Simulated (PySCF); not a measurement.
# From a computed spectrum to the compound

A species of 4 atoms with charge 0 has these harmonic modes (PBE0, small Gaussian bases with core potentials, PySCF 2.14.0):

```json
{"cm⁻¹": "82", "km/mol": "52.5", "symmetry": "b3u"}
{"cm⁻¹": "114", "km/mol": "0.0", "symmetry": "ag"}
{"cm⁻¹": "221", "km/mol": "0.0", "symmetry": "b3g"}
{"cm⁻¹": "284", "km/mol": "106.8", "symmetry": "b1u"}
{"cm⁻¹": "284", "km/mol": "0.0", "symmetry": "ag"}
{"cm⁻¹": "291", "km/mol": "130.4", "symmetry": "b2u"}
```

(1) Which species is it, and in which structure?

Results:

(1) Eu2S2 (singlet in the valence; each metal's 4f electrons, 7 of them, lie in its core potential, out of spins and levels):
```xyz
4

Eu    0.0000    0.0000    1.8537
Eu    0.0000    0.0000   -1.8537
S     1.9460    0.0000    0.0000
S    -1.9460    0.0000    0.0000
```
Ideal gas at 298.15 K and 1 bar: S = 380.1 J/(mol K), Cp = 78.5 J/(mol K), H − H(0 K) = 18.6 kJ/mol (rigid rotor, harmonic modes, spin degeneracy alone, that of the 4f electrons in the core included). An lcecp potential fixes the number of 4f electrons, so in runs with it no electron can move into or out of that shell.
 The answer isn't unique; the calculation gave this one.
